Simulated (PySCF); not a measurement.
# PbCl at PBE0

Level: PBE0. basis Pb def2-SVP with ECP60, Cl def2-SVP; scalar-relativistic core potentials; PySCF 2.14.

- state: ²Π (doublet), unpaired electrons π ↑
- bond length: 2.490 Å
- harmonic wavenumber: 324 cm⁻¹
- force constant: 1.85 mdyn/Å
- rotational constant Be: 0.09084 cm⁻¹
- anharmonicity ωexe: 0.927 cm⁻¹
- vibration–rotation constant αe: 0.000348 cm⁻¹
- well depth De to Pb + Cl: 3.69 eV
- dissociation energy D0: 3.67 eV
- bond order (Mayer): 1.06
- dipole moment (positive dipole means Pb(−)Cl(+)): -3.58 D

These are scalar-relativistic numbers at best; spin–orbit coupling would shift them, the dissociation energy most. The state was picked by a PBE0 search and need not be the measured ground state.
